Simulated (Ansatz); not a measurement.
Species: CCl3, charge 1, multiplicity 1. 
Structure (B3LYP-D3(BJ)/def2-TZVP (Ansatz, a quantum-chemistry and plane-wave program) minimum search):
```xyz
4

Cl    -1.0883    -1.2413     0.0355
C      0.0000     0.0000     0.0000
Cl     1.6189    -0.3223    -0.0432
Cl    -0.5306     1.5636     0.0077
```
Charge +1, spin multiplicity 1.

Basis-set convergence of Hartree-Fock and MP2 correlation energies (hartree) with Ansatz. Correlated levels leave the core frozen unless marked. No spin-orbit coupling. No relativistic terms.

```
basis            functions        E(HF)  E(corr, MP2)
---------------  ---------  -----------  ------------
aug-cc-pV(D+d)Z        119  -1416.03508      -0.57723
aug-cc-pV(T+d)Z        211            ?             ?
```

**Question.** Fill in the missing entries.

**Answer.** 
- aug-cc-pV(T+d)Z, E(HF): -1416.08876
- aug-cc-pV(T+d)Z, E(corr, MP2): -0.72573
